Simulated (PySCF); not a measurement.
## Working out the ionisation energy of Kr²⁺

Kr²⁺ [Ar] 3d10 4s2 4p4 (3P) → Kr³⁺ [Ar] 3d10 4s2 4p3 (4S). All numbers are calculated (PySCF 2.14, no relativity, point nucleus, in def2-TZVP (6s5p4d1f, 48 functions)). Frozen: [Ar] 3d10. Energies in hartree (1 hartree = 27.21139 eV):

```tsv
part	Kr²⁺ (lower)	Kr³⁺ (upper)
UHF	-2750.667490	-2749.406969
CCSD correlation	-0.128258	-0.098404
(T)	-0.003088	-0.002288
```

Problem. What does Hartree-Fock give?

Solution. (-2749.406969) − (-2750.667490) = 1.260521 hartree = 34.301 eV.

Problem. What do CCSD and CCSD(T) give?

Solution. The CCSD correlation energies differ by 0.029854 hartree = 0.812 eV and the triples by 0.000800 hartree = 0.022 eV, so CCSD gives 35.113 eV and CCSD(T) 35.135 eV.

Reference: 35.838 ± 0.02 eV (measured; NIST Atomic Spectra Database, ionization energies), between the lowest levels; spin-orbit coupling is absent from the calculation.

The calculation is non-relativistic.

What remains against the reference includes basis incompleteness, the frozen core and higher excitations.
